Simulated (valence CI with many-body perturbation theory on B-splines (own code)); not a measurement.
## Hyperfine factors and g values of Te XII

Computed by valence CI with perturbative core correlation (CI+MBPT): five valence electrons over a frozen Dirac-Fock core [Kr], radial functions for each j: 7 s, 7 p, 8 d, 6 f, 4 g, 1 h, with the one-electron correlation potential Σ1, the two-electron term Σ2, the three-electron term Σ3, Breit, model QED; selected CI, second order for the rest, scaled by the run's own slope (own B-spline code, finite nucleus).

No measured levels were compared; by estimate terms of the open shell hold to 2 to 4 % of their energy, and close levels can change places. Among the levels kept, up to 1200 cm⁻¹ of a level comes from second order outside the variational space, and about a tenth of that is noise between levels of different J, which matters for small intervals. Excitations out of the core, of the other parity, are not computed and may begin above about 56.3 eV (a cautious bound); beyond it only levels of the ground parity were kept, without lifetimes.

A/g_I is the dipole constant over the nuclear g factor μ/I (μ in nuclear magnetons, uniformly magnetised nucleus), B/Q the quadrupole constant per barn. Both hold the static response of the core; the bare values leave it out. Large factors of s and p1/2 electrons are usually good to 5 to 10 %; those of open d and f shells near neutrality can be off by tens of per cent, and small factors of p3/2, d and f electrons come from cancelling terms and can be off by a factor of two or in sign, in half-filled shells by more. B is blank for J = 1/2, where it vanishes, and for nearly pure S terms. Energies count from the lowest level.

Names give the largest LS component (configuration and term), which can be under half, so a name can repeat, a term be missing and a line seem to break the LS rules; names also repeat where a configuration has a term twice. Letters in brackets count levels of one name in rising energy.

```csv
Level,E (eV),g,A/g_I (MHz),A/g_I bare,B/Q (MHz/b),B/Q bare
4d5 6S_5/2,0.000,1.968,-971,41.5,,
4d5 4G_5/2 [a],4.255,0.955,1920,1820,2250,2110
4d5 4G_7/2,4.889,1.045,1840,1850,1630,1530
4d5 4G_11/2,5.031,1.246,1680,1920,-48.4,-50.3
4d5 4G_5/2 [b],5.153,1.109,1420,1490,1180,1110
4d5 4G_9/2,5.160,1.170,1650,1800,1180,1110
4d5 4D_3/2,5.222,1.394,1340,1740,1970,1850
4d5 4P_1/2,5.747,1.639,-390,252,,
4d5 4D_7/2,6.153,1.350,925,1260,814,764
4d5 4D_5/2,6.742,1.336,1310,1640,-615,-582
4d5 4D_1/2,6.902,0.990,3080,3040,,
4d5 2I_11/2,7.162,0.969,2280,2200,243,226
4d5 4P_3/2,7.177,1.411,1440,1860,-987,-931
4d5 2I_13/2,7.691,1.076,2140,2190,-2.06,2.09
4d5 2F_7/2 [a],7.822,1.126,2090,2200,-2560,-2400
4d5 2G_9/2 [a],7.979,1.179,1620,1780,-43.2,-47.8
4d5 4F_3/2,8.032,0.644,3610,3190,-433,-405
4d5 2F_5/2 [a],8.154,1.075,1740,1780,434,417
4d5 4F_5/2,8.862,1.069,1910,1940,-2070,-1940
4d5 2H_9/2,9.164,1.099,1940,2010,590,556
4d5 2G_7/2 [a],9.356,1.034,2370,2370,-144,-130
4d5 2D_3/2 [a],9.653,0.672,3630,3240,-300,-276
4d5 2F_5/2 [b],9.866,0.970,1890,1810,931,867
4d5 2F_7/2 [b],9.872,1.099,1970,2040,-1750,-1630
4d5 2H_11/2,10.446,1.069,2090,2130,-194,-168
4d5 2F_7/2 [c],10.463,1.147,1950,2080,-123,-123
4d5 2G_9/2 [b],10.631,1.074,1980,2020,-110,-91.6
4d5 2S_1/2,10.845,1.971,-1220,-206,,
4d5 2D_5/2 [a],11.389,1.049,1960,1970,-581,-535
4d5 2D_3/2 [b],12.191,0.812,2770,2520,-1140,-1070
4d5 2D_5/2 [b],12.835,1.152,1640,1760,-500,-463
4d5 2G_9/2 [c],13.407,1.110,1880,1960,-1600,-1500
4d5 2G_7/2 [b],13.712,0.908,2680,2540,2130,2000
4d5 2P_3/2,15.600,1.269,1600,1860,-1930,-1820
4d5 2P_1/2,16.155,0.733,497,106,,
4d5 2D_5/2 [c],17.695,1.198,1380,1550,-1080,-1020
4d5 2D_3/2 [c],18.059,0.857,3610,3440,2830,2660
4d4.5s 6D_1/2,74.428,3.168,31200,29900,,
4d4.5s 6D_3/2,74.943,1.844,11600,11100,1590,1490
4d4.5s 6D_5/2,75.489,1.642,8340,8120,1290,1210
```

(1) Take the isotope of mass number 123, with I = 1/2, μ = -0.7358 μN. What is the hyperfine structure of 4d5 4G_9/2?

Results:

(1) From the table A = -2430 MHz. Shifts from the centre of gravity in MHz: F = 4: 6680, F = 5: -5470.
